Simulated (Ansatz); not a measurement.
`[NH2][GeH2][S]CF` and `[NH2][GeH2][S][GeH2][NH2]` differ in one atom or group.

Ansatz, PBE0-D4/def2-TZVP geometries, multiplicity 1. Each molecule was computed in one conformer, which needn't be the lowest.

Scalar relativity is left out up to krypton.

```csv
property,`[NH2][GeH2][S]CF`
LUMO energy (PBE0/def2-TZVPP) / eV,0.30
HOMO energy (ωB97M-V/def2-TZVPP) / eV,-9.43
LUMO energy (PBE/def2-TZVPP) / eV,-0.63
LUMO energy (ωB97M-V/def2-TZVPP) / eV,2.13
size of the dipole moment (PBE/def2-TZVPP) / D,0.45
HOMO–LUMO gap (B3LYP/def2-TZVPP) / eV,6.98
```

What does the change do to each property? (Estimate.)

Ansatz gave: 
```tsv
property	`[NH2][GeH2][S][GeH2][NH2]`	shift
LUMO energy (PBE0/def2-TZVPP) / eV	0.22	-0.08
HOMO energy (ωB97M-V/def2-TZVPP) / eV	-9.19	0.24
LUMO energy (PBE/def2-TZVPP) / eV	-0.60	0.03
LUMO energy (ωB97M-V/def2-TZVPP) / eV	1.79	-0.34
size of the dipole moment (PBE/def2-TZVPP) / D	2.32	1.87
HOMO–LUMO gap (B3LYP/def2-TZVPP) / eV	6.69	-0.29
```

With PBE0 the HOMO rises by 0.22 eV and the LUMO falls by 0.08 eV, so the gap narrows by about 0.30 eV. PBE moves the HOMO by 0.23 eV and ωB97M-V by 0.24 eV. Dipoles are sizes alone; their direction can turn.

B3LYP here is the variant with VWN-RPA as its local correlation; programs differ in this.
